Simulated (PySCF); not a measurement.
# Electron correlation in S+ (sulfur, charge +1)

[Ne] 3s1 3p4, high-spin 4P determinant (an excited configuration). Computed with PySCF 2.14 in def2-TZVPPD, with no relativity, point nucleus. Frozen: [Ne]; 5 electrons correlated.

| level | correlation energy (mhartree) |
| --- | --- |
| CCSD | -128.26 |
| (T) | -8.14 |
| CCSD(T) | -136.40 |

Diagnostics: T1 = 0.018, D1 = 0.0499, largest double amplitude 0.188.

Task: Is a single reference adequate?

Result: Not fully. A double-excitation amplitude exceeds 0.15, a sign of near-degeneracy.
